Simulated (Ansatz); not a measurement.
`O=[CH][SnH2][GeH3]`, charge 0, multiplicity 1.

Give a relaxed structure at PBE0-D4/def2-TZVP (Ansatz). (Best estimate.)

Ansatz gave: 
Cartesian coordinates in Å:
```
O -0.069 -1.119 -2.744
C -0.226 -1.440 -1.602
Sn -1.000 -0.036 -0.076
Ge 0.990 1.051 1.197
H 0.034 -2.474 -1.273
H -1.982 -0.920 1.013
H -1.942 1.135 -0.882
H 1.876 1.836 0.218
H 0.477 2.009 2.284
H 1.841 -0.042 1.866
```
This is one stationary point; other conformers may exist.
